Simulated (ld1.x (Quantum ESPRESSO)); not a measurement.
# boron (B) ultrasoft: all-electron and pseudo phase curves

```
Element                 : B
Generator               : ld1.x (Quantum ESPRESSO) 7.5
Type                    : ultrasoft
Functional              : PBE
Relativity              : scalar-relativistic
Frozen core             : [He]
Valence charge          : 3
Reference configuration : 2s2 2p0 (charge +1)
Partial waves           : 2s (bound): rcut 0.95, rcutus 1.30 bohr; 2s channel at 2.3 Ry: rcut 0.95, rcutus 1.30 bohr; 2p (bound, empty): rcut 2.95, rcutus 3.50 bohr; 2p channel at 0.05 Ry: rcut 2.95, rcutus 3.50 bohr
Local potential         : all-electron potential smoothed inside 3.10 bohr (lloc = -1)
Core correction         : none
Augmentation charge     : built from norm-conserving waves at rcut, not smoothed further
```

The phase is arctan(r·u′/u) with u = r·R(r), unwrapped; energies in Ry, scanned from -3 to 5 Ry. A pole is an energy at which the radial function vanishes at the test radius. The pseudo phase is shifted by a multiple of π to meet the all-electron one at the reference energy, and phase errors are pseudo minus all-electron; the curves can meet again beyond the range given. Levels narrower than the energy grid can be missing from the lists of poles. Where the grid stepped over a known ghost or core level, its pole and its step of π were put in at the level’s energy.

```
channel  radius (bohr)  reference energy (Ry)  poles, all-electron       poles, pseudo  unbroken range about the reference energy with phases within 0.05 rad  phase error 1 Ry above the reference energy (rad)
      s           3.80                  -1.43          -1.37, 1.28         -1.37, 1.29                                                        the whole range                                             +0.003
      p           3.80                  -0.98    -0.90, 1.35, 4.95  -1.37, -0.88, 3.79                                                           -1.0 to -0.9                                             +0.760
```

Note: ghost state, extra bound levels that the all-electron valence spectrum of the same l lacks: p at -18.7 eV (s not tested). A true bound ghost makes a file unfit for plane-wave use. Its overlap operator is not positive definite in a basis up to 400 Ry (lowest eigenvalue s -0.11), so the file is unfit for use: the generalised eigenproblem breaks down once the basis is large enough, and its test numbers describe a broken file.

Phases in the p channel:

```json
{"E (Ry)": "-3.00", "all-electron": "1.400", "pseudo": "4.557"}
{"E (Ry)": "-2.52", "all-electron": "1.379", "pseudo": "4.543"}
{"E (Ry)": "-2.04", "all-electron": "1.346", "pseudo": "4.521"}
{"E (Ry)": "-1.56", "all-electron": "1.279", "pseudo": "4.478"}
{"E (Ry)": "-1.08", "all-electron": "0.538", "pseudo": "0.770"}
{"E (Ry)": "-0.60", "all-electron": "-1.837", "pseudo": "-1.713"}
{"E (Ry)": "-0.12", "all-electron": "-2.237", "pseudo": "-1.786"}
{"E (Ry)": "0.36", "all-electron": "-4.029", "pseudo": "-1.849"}
{"E (Ry)": "0.84", "all-electron": "-4.563", "pseudo": "-1.942"}
{"E (Ry)": "1.32", "all-electron": "-4.706", "pseudo": "-2.127"}
{"E (Ry)": "1.80", "all-electron": "-4.800", "pseudo": "-2.643"}
{"E (Ry)": "2.28", "all-electron": "-4.924", "pseudo": "-3.777"}
{"E (Ry)": "2.76", "all-electron": "-5.371", "pseudo": "-4.329"}
{"E (Ry)": "3.24", "all-electron": "-7.343", "pseudo": "-4.537"}
{"E (Ry)": "3.72", "all-electron": "-7.683", "pseudo": "-4.684"}
{"E (Ry)": "4.20", "all-electron": "-7.779", "pseudo": "-5.227"}
{"E (Ry)": "4.68", "all-electron": "-7.831", "pseudo": "-7.578"}
```
